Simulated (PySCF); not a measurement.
PbBr2, SMILES [Br][Pb][Br] (connectivity only; charge and spin as stated), neutral, multiplicity 1.

Geometry: B3LYP-D3(BJ)/def2-SVP. The isomer is the one that the SMILES or the coordinates give; other isomers of the formula were not compared. The def2 effective core potentials stand for the cores of Pb; spin–orbit coupling is left out.

The numbers are results of TDA-B3LYP/def2-SVPD in PySCF, not measurements.

Vertical excitations. The molecule is in vacuum. State labels are in the subgroup C2v.

```json
[
 {"state": "S1", "symmetry": "A2", "energy (eV)": "3.12", "λ (nm)": "398", "f": "0.000", "main pairs": "HOMO−1→LUMO 100 %"},
 {"state": "S2", "symmetry": "B1", "energy (eV)": "3.18", "λ (nm)": "390", "f": "0.004", "main pairs": "HOMO→LUMO 99 %"},
 {"state": "S3", "symmetry": "B2", "energy (eV)": "3.68", "λ (nm)": "336", "f": "0.037", "main pairs": "HOMO−2→LUMO 91 %"},
 {"state": "S4", "symmetry": "B1", "energy (eV)": "4.02", "λ (nm)": "308", "f": "0.008", "main pairs": "HOMO−4→LUMO 99 %"},
 {"state": "S5", "symmetry": "A1", "energy (eV)": "4.14", "λ (nm)": "299", "f": "0.009", "main pairs": "HOMO−3→LUMO 89 %"},
 {"state": "S6", "symmetry": "A2", "energy (eV)": "4.61", "λ (nm)": "269", "f": "0.000", "main pairs": "HOMO−5→LUMO 99 %"},
 {"state": "S7", "symmetry": "B2", "energy (eV)": "4.93", "λ (nm)": "251", "f": "0.011", "main pairs": "HOMO−1→LUMO+1 79 %, HOMO→LUMO+2 19 %"},
 {"state": "S8", "symmetry": "A1", "energy (eV)": "4.96", "λ (nm)": "250", "f": "0.046", "main pairs": "HOMO→LUMO+1 89 %"},
 {"state": "S9", "symmetry": "A2", "energy (eV)": "5.01", "λ (nm)": "248", "f": "0.000", "main pairs": "HOMO−2→LUMO+1 99 %"},
 {"state": "S10", "symmetry": "A1", "energy (eV)": "5.25", "λ (nm)": "236", "f": "0.001", "main pairs": "HOMO−1→LUMO+2 97 %"},
 {"state": "T1", "symmetry": "B1", "energy (eV)": "2.84", "λ (nm)": "437", "f": "0", "main pairs": "HOMO→LUMO 96 %"},
 {"state": "T2", "symmetry": "A2", "energy (eV)": "3.02", "λ (nm)": "410", "f": "0", "main pairs": "HOMO−1→LUMO 100 %"},
 {"state": "T3", "symmetry": "B2", "energy (eV)": "3.14", "λ (nm)": "395", "f": "0", "main pairs": "HOMO−2→LUMO 100 %"},
 {"state": "T4", "symmetry": "A1", "energy (eV)": "3.43", "λ (nm)": "361", "f": "0", "main pairs": "HOMO−3→LUMO 99 %"}
]
```
Triplets are in the Tamm–Dancoff approximation.
